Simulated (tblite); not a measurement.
H9N3OSi2.
SMILES with atom numbers: `[NH2:1][SiH:2]([NH2:3])[NH:4][SiH2:5][OH:6]` (hydrogens: H7, H8 on N1; H9 on Si2; H10, H11 on N3; H12 on N4; H13, H14 on Si5; H15 on O6)

Computed geometry: GFN2-xTB, gas phase.

(1) What internal coordinates does the optimisation give?

Results:

(1) 
```json
{"bond": "N1–Si2, Si2–N3", "length (Å)": "1.725"}
{"bond": "Si2–N4", "length (Å)": "1.738"}
{"bond": "N4–Si5", "length (Å)": "1.725"}
{"bond": "Si5–O6", "length (Å)": "1.624"}
{"bond": "N1–H7 and 3 like bonds", "length (Å)": "1.007"}
{"bond": "Si2–H9", "length (Å)": "1.472"}
{"bond": "N4–H12", "length (Å)": "1.005"}
{"bond": "Si5–H13, Si5–H14", "length (Å)": "1.463"}
{"bond": "O6–H15", "length (Å)": "0.953"}
```

Bonds in one row agree within 0.01 Å and their mean is given. A selection of angles:
```json
{"angle": "Si2–N1–H7", "degrees": "115.4"}
{"angle": "Si2–N1–H8", "degrees": "116.8"}
{"angle": "H7–N1–H8", "degrees": "109.0"}
{"angle": "N1–Si2–N3", "degrees": "105.3"}
{"angle": "N1–Si2–N4", "degrees": "105.2"}
{"angle": "N1–Si2–H9", "degrees": "117.2"}
{"angle": "N3–Si2–N4", "degrees": "118.2"}
{"angle": "N3–Si2–H9", "degrees": "104.5"}
{"angle": "N4–Si2–H9", "degrees": "107.1"}
{"angle": "Si2–N4–Si5", "degrees": "126.5"}
{"angle": "Si2–N4–H12", "degrees": "116.1"}
{"angle": "Si5–N4–H12", "degrees": "115.8"}
{"angle": "N4–Si5–O6", "degrees": "108.9"}
{"angle": "N4–Si5–H13", "degrees": "106.6"}
{"angle": "N4–Si5–H14", "degrees": "114.8"}
{"angle": "O6–Si5–H13", "degrees": "112.1"}
{"angle": "O6–Si5–H14", "degrees": "100.9"}
{"angle": "H13–Si5–H14", "degrees": "113.5"}
{"angle": "Si5–O6–H15", "degrees": "119.4"}
```

Torsions: N1–Si2–N4–Si5 -162° (antiperiplanar); Si2–N4–Si5–O6 -23° (synperiplanar); H15–O6–Si5–N4 -45° (synclinal). The mirror-image conformer, all signs reversed, is as good.

N4 (nitrogen bridging silicon atoms) is almost planar (angles 126.5°, 116.1° and 115.8°, sum 358.4°, 0.10 Å off the plane of its three neighbours). Of the pairs four or more bonds apart, Si2···H15 is among the closest relative to their van der Waals radii: 3.22 Å, 98 % of the sum of Bondi's values. Si5 (oxygen-bound silicon) is distorted tetrahedral (angles from 100.9° to 114.8°). Si2 (SiH silicon) is distorted tetrahedral (angles from 104.5° to 118.2°). N1 (silicon-bound nitrogen) is pyramidal (angles 116.8°, 115.4° and 109.0°, sum 341.2°, 0.30 Å off the plane of its three neighbours).

Point group: C1 (no symmetry element, even within 0.4 Å). Its GFN2-xTB frequencies are all real (lowest 36 cm⁻¹). One conformer, not necessarily the lowest (H–N1–Si2–N3 49° and 179°, N1–Si2–N3–H 168° and 36°, N1–Si2–N4–Si5 -162°, Si2–N4–Si5–O6 -23°, N4–Si5–O6–H -45°). 3 starts were optimised and ended at 0.00, 1.99 and 2.21 kcal/mol (GFN2-xTB); the lowest of these is shown.
